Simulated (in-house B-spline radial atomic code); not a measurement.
Configurations of neutral nitrogen, with energies counted from [He] 2s2 2p3. Computed with a radial B-spline atomic code at the basis-set limit: scalar-relativistic (X2C) PBE0, spin-polarised, spherical fractional occupations, exact exchange averaged over the configuration, Fermi nucleus of rms radius 2.5582 fm. Shells without spins written out take the highest spin.

Occupations are held fixed; configurations that lie above the ionisation limit could autoionise.

```json
{"configuration": "[He] 2s1 2p4", "E - E(ref) (eV)": "11.143", "highest orbital": "2p down", "its <r> (bohr)": "1.663"}
{"configuration": "[He] 2s2 2p2 3d1", "E - E(ref) (eV)": "13.15", "highest orbital": "3d up", "its <r> (bohr)": "9.713"}
{"configuration": "[He] 2s1 2p3 3s1", "E - E(ref) (eV)": "16.062", "highest orbital": "3s up", "its <r> (bohr)": "5.073"}
```

Question: Order these further configurations by energy, lowest first.
A. [He] 2s1 2p3 3p1
B. [He] 2s2 2p2 3s1
C. [He] 2s1 2p3 3d1

Answer: B (10.594 eV), A (17.415 eV), C (18.667 eV).
